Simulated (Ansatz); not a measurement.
```yaml
crystal:
  periodic: [false, false, false]
  atoms:
    - {symbol: C, position_ang: [-1.262370, -0.159316, 0.177961]}
    - {symbol: Al, position_ang: [0.023196, 0.095199, -0.092307]}
    - {symbol: C, position_ang: [1.003482, -0.440166, 0.360920]}
    - {symbol: C, position_ang: [0.158663, 1.111759, -1.024519]}
    - {symbol: N, position_ang: [0.280493, 1.459758, -1.566967]}
    - {symbol: H, position_ang: [-1.322959, -0.749274, 0.617783]}
    - {symbol: H, position_ang: [-1.388216, 0.431133, 0.489093]}
    - {symbol: H, position_ang: [-1.416824, -0.335971, -0.358984]}
    - {symbol: H, position_ang: [1.376948, -0.692548, -0.216676]}
    - {symbol: H, position_ang: [1.049212, -1.023070, 0.840376]}
    - {symbol: H, position_ang: [1.361614, 0.073640, 0.730332]}
basis:
  gaussian: {orbitals: 6-31G, nuclear_model: gaussian}
hamiltonian: {xc: {name: r2SCAN0}, dispersion: d3bj}
output: {forces: true}
```

```sh
$ ansatz run in.yaml --threads 4 --pin off --events-out ev --progress --plain --max-ram 10444MiB
```

It prints (some lines left out):

```
Warning: the engine holds no damping parameters fitted to this dispersion correction and functional, so the run takes those fitted to r2scan0 beside the three-body term, which d3bj leaves out (hamiltonian.dispersion, under Limitations)
Functional definition: r2SCAN0
847 factors; integrals over basis functions are off by at most 1.1e-4 eV
mean field evaluation 1: about -11138.8553 eV, gradient 1.0e2 eV
mean field evaluation 2: about -11148.3756 eV, gradient 7.9e1 eV
mean field evaluation 4: about -11162.7822 eV, gradient 1.2e0 eV
mean field evaluation 8: about -11163.2963 eV, gradient 1.2e-1 eV
mean field evaluation 16: about -11163.2963 eV, gradient 8.8e-6 eV
mean field -11163.29629243 eV, -410.2435719926 hartree, gradient 8.8e-6 eV, S^2 0.000000; 0 other end points of the search recorded, 0 dependent functions left out
reference -11163.29630441 eV, -410.2435724331 hartree; 22, 22 occupied and 39, 39 virtual orbitals, 847 factors
Total energy: -11163.37986138 eV, -410.2466430951 hartree
Atom 0 at    -1.262370    -0.159316     0.177961 Å, force     5.051874     1.357821    49.932781 eV/Å
Atom 1 at     0.023196     0.095199    -0.092307 Å, force   -21.181367    15.267632   -11.959073 eV/Å
Atom 2 at     1.003482    -0.440166     0.360920 Å, force    15.362870   -20.707562    15.215358 eV/Å
Atom 3 at     0.158663     1.111759    -1.024519 Å, force   -67.810930  -183.588438   299.943671 eV/Å
Atom 4 at     0.280493     1.459758    -1.566967 Å, force    71.718033   206.465853  -321.313240 eV/Å
Atom 5 at    -1.322959    -0.749274     0.617783 Å, force    -4.382364   -27.690472    21.724679 eV/Å
Atom 6 at    -1.388216     0.431133     0.489093 Å, force   -12.613139    45.184892    23.152725 eV/Å
Atom 7 at    -1.416824    -0.335971    -0.358984 Å, force   -28.286554   -26.645965   -86.814603 eV/Å
Atom 8 at     1.376948    -0.692548    -0.216676 Å, force    20.202096   -12.326947   -28.858449 eV/Å
Atom 9 at     1.049212    -1.023070     0.840376 Å, force     1.882939   -24.466493    20.007373 eV/Å
Atom 10 at     1.361614     0.073640     0.730332 Å, force    20.056541    27.149678    18.968780 eV/Å
Dipole moment:     0.281321    -0.359216     0.370994 e Å
```

(1) What is wrong with this run?

## Answers

(1) The geometry is squeezed to about two thirds of its size. The run converged. The result belongs to that input, not to the molecule as meant.
